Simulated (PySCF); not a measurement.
# `C#C[C@H]1N=C[C@@H]1C`, C6H7N

Geometry:
| atom | x (Å) | y (Å) | z (Å) |
| --- | --- | --- | --- |
| C1 | 3.030 | -0.378 | 0.201 |
| C2 | 1.922 | -0.399 | -0.253 |
| C3 | 0.562 | -0.439 | -0.723 |
| N4 | -0.117 | -1.756 | -0.565 |
| C5 | -1.012 | -1.250 | 0.191 |
| C6 | -0.524 | 0.165 | 0.229 |
| C7 | -1.430 | 1.244 | -0.334 |
| H8 | 4.012 | -0.351 | 0.567 |
| H9 | 0.500 | -0.089 | -1.756 |
| H10 | -1.856 | -1.752 | 0.632 |
| H11 | -0.116 | 0.462 | 1.198 |
| H12 | -2.257 | 1.431 | 0.349 |
| H13 | -1.839 | 0.939 | -1.295 |
| H14 | -0.876 | 2.171 | -0.468 |

Computed, not measured: TDDFT B3LYP/aug-cc-pVDZ circular dichroism and optical rotation, one conformer, gas phase (PySCF 2.14.0). Geometry: GFN2-xTB.

States above about 7.1 eV (minus the energy of the highest occupied orbital) lie near or above the ionisation threshold and depend on the basis.

Q: Draw the ECD and absorption spectra from the lowest 16 states, each a Gaussian of half-width 0.3 eV at 1/e height.

A: 
| E (eV) | λ (nm) | Δε (L mol⁻¹ cm⁻¹) | ε (L mol⁻¹ cm⁻¹) |
| --- | --- | --- | --- |
| 4.41 | 281 | +0.54 | 3.66 |
| 4.56 | 272 | +2.24 | 15.1 |
| 4.71 | 263 | +5.59 | 37.7 |
| 4.86 | 255 | +8.48 | 57.2 |
| 5.01 | 248 | +7.80 | 52.7 |
| 5.16 | 240 | +4.34 | 29.9 |
| 5.31 | 234 | +1.40 | 14 |
| 5.46 | 227 | +0.01 | 21.9 |
| 5.61 | 221 | -0.63 | 75 |
| 5.76 | 215 | -0.91 | 253 |
| 5.91 | 210 | -1.21 | 747 |
| 6.06 | 205 | -2.61 | 1680 |
| 6.21 | 200 | -3.78 | 2730 |
| 6.36 | 195 | -1.65 | 3540 |
| 6.51 | 190 | +2.81 | 4360 |
| 6.66 | 186 | +7.61 | 5590 |
| 6.81 | 182 | +12.64 | 6570 |
| 6.96 | 178 | +15.20 | 6140 |

Δε uses R in velocity form, ε uses f in length form. Only the states computed contribute, so the short-wavelength end is incomplete.
